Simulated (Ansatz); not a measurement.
Two members of one family (Si17H24 nanocrystal and its variants), computed with Ansatz in the gas phase. HOMO and LUMO are taken over both spins. Binding counts from free atoms in the multiplicity of their measured ground term, without zero-point energy. Sets without diffuse functions give affinities that are too small. The spins of the ions were chosen, not always searched. A dash marks a value that wasn't run or was left out as unsound. The structures are stationary points that may keep the symmetry of their start. Remarks come from the PBE and PBE0 runs and from stability tests at other levels; not every state was tested. A HOMO above zero means that the electron is unbound at that level and held by the basis, or that self-interaction error raises the level; the energy of removing that electron tells which. HOMO above LUMO (over both spins in singlets and doublets, within one spin in higher multiplets; at PBE or PBE0), or a gap under 0.15 eV within one spin, warns that the state may not be the lowest or that an electron is smeared out.

First: Si17H24 (singlet, charge 0, PBE-D4/def2-SVP geometry).

```xyz
41

Si   -4.388   -0.389    0.751
Si   -1.599   -1.104   -2.504
Si    2.606    3.024    0.635
Si    1.748    0.649   -2.255
Si   -0.840    1.280    0.490
Si   -1.111   -2.484    1.134
Si    2.331   -0.752    1.280
Si    1.474   -3.151   -1.595
Si   -3.103    1.561    1.072
Si    0.307    3.245    1.095
Si   -0.553    0.886   -1.807
Si   -3.375   -2.272    1.744
Si   -0.829   -2.883   -1.167
Si    2.893    2.619   -1.667
Si    3.475    1.219    1.873
Si    2.602   -1.164   -1.021
Si    0.033   -0.516    1.727
H    -5.756   -0.192    1.360
H    -4.571   -0.632   -0.725
H    -1.195   -1.379   -3.932
H    -3.101   -0.993   -2.455
H     3.333    4.293    1.018
H     1.930    0.362   -3.729
H    -0.505   -3.652    1.880
H     2.871   -1.930    2.057
H     1.692   -3.465   -3.056
H     2.016   -4.297   -0.775
H    -3.693    2.704    0.282
H    -3.152    1.930    2.535
H    -0.262    4.417    0.332
H     0.095    3.495    2.568
H    -1.093    2.069   -2.576
H    -4.140   -3.517    1.369
H    -3.445   -2.114    3.243
H    -1.563   -4.150   -1.541
H     2.350    3.783   -2.459
H     4.361    2.475   -1.981
H     4.947    1.065    1.581
H     3.310    1.486    3.348
H     4.078   -1.300   -1.322
H    -0.180   -0.227    3.195
```

```json
{"level": "PBE-D4/def2-SVP", "HOMO (eV)": "-6.20", "LUMO (eV)": "-2.01", "gap (eV)": "4.19", "vertical IE (eV)": "–", "vertical EA (eV)": "–", "binding per atom (eV)": "3.26"}
{"level": "PBE-D4/def2-TZVP", "HOMO (eV)": "-6.18", "LUMO (eV)": "-2.14", "gap (eV)": "4.04", "vertical IE (eV)": "7.79", "vertical EA (eV)": "0.78", "binding per atom (eV)": "3.26"}
{"level": "B3LYP-D4/6-31G", "HOMO (eV)": "-6.89", "LUMO (eV)": "-0.85", "gap (eV)": "6.04", "vertical IE (eV)": "–", "vertical EA (eV)": "–", "binding per atom (eV)": "2.98"}
{"level": "B3LYP-D4/def2-TZVP", "HOMO (eV)": "-6.95", "LUMO (eV)": "-1.50", "gap (eV)": "5.45", "vertical IE (eV)": "–", "vertical EA (eV)": "–", "binding per atom (eV)": "3.24"}
{"level": "PBE0-D4/def2-TZVP", "HOMO (eV)": "-7.11", "LUMO (eV)": "-1.44", "gap (eV)": "5.67", "vertical IE (eV)": "8.23", "vertical EA (eV)": "0.54", "binding per atom (eV)": "3.26"}
```

Remarks: HOMO above zero (-1 doublet), gap within one spin near zero at PBE or PBE0 (-1 doublet).

Second: Si16BH24, B on an inner site (doublet, charge 0, PBE-D4/def2-SVP geometry; oxidised ion singlet, reduced ion singlet).

```csv
atom,x (Å),y (Å),z (Å)
Si1,-3.2572,-1.8491,1.8214
Si2,-0.1989,0.7473,3.0173
Si3,2.6196,-1.5878,-2.2331
Si4,2.6571,0.6643,0.7645
B5,-0.2227,-1.3347,-0.0580
Si6,-2.5292,1.4459,0.0075
Si7,0.4516,1.4802,-2.2385
Si8,0.3791,3.7747,0.8158
Si9,-1.5403,-2.8192,0.4850
Si10,0.7862,-2.7178,-1.2012
Si11,0.8718,-0.7109,1.4952
Si12,-4.2313,0.0410,0.8198
Si13,-1.2929,2.4089,1.7585
Si14,4.0323,-0.6683,-0.5979
Si15,1.8037,0.1327,-3.6113
Si16,1.7623,2.4188,-0.5255
Si17,-1.1067,0.0191,-1.2281
H18,-4.2805,-2.9485,1.9953
H19,-2.6925,-1.5118,3.1752
H20,0.8500,1.4122,3.8768
H21,-1.1610,0.0370,3.9342
H22,3.3141,-2.6632,-3.0407
H23,3.4223,1.2292,1.9379
H24,-3.1026,2.5297,-0.8748
H25,-0.2532,2.5639,-3.0202
H26,1.1896,4.4233,1.9108
H27,-0.2411,4.8627,-0.0263
H28,-0.9094,-3.9212,1.3019
H29,-2.2360,-3.4735,-0.6855
H30,1.3506,-3.8732,-0.4081
H31,-0.0378,-3.3060,-2.3214
H32,1.4897,-1.8480,2.2826
H33,-5.1139,0.7374,1.8271
H34,-5.0899,-0.4245,-0.3280
H35,-2.2075,3.2329,2.6367
H36,4.6899,-1.7642,0.2017
H37,5.1047,0.1493,-1.2769
H38,2.9709,0.9128,-4.1680
H39,1.0130,-0.4422,-4.7587
H40,2.8814,3.2385,-1.1278
H41,-1.9355,-0.5975,-2.3352
```

Question: Estimate how these quantities change from the first to the second (second minus first).

Answer: 
| level | Δ HOMO (eV) | Δ LUMO (eV) | Δ gap (eV) | Δ vertical IE (eV) | Δ vertical EA (eV) | Δ binding per atom (eV) |
| --- | --- | --- | --- | --- | --- | --- |
| PBE-D4/def2-SVP | 0.56 | -3.26 | -3.82 | – | – | 0.01 |
| PBE-D4/def2-TZVP | 0.54 | -3.12 | -3.66 | -0.48 | 2.91 | 0.01 |
| B3LYP-D4/6-31G | 0.62 | -4.02 | -4.64 | – | – | 0.00 |
| B3LYP-D4/def2-TZVP | 0.53 | -3.42 | -3.95 | – | – | 0.00 |
| PBE0-D4/def2-TZVP | 0.50 | -3.35 | -3.85 | -0.52 | 3.31 | 0.00 |
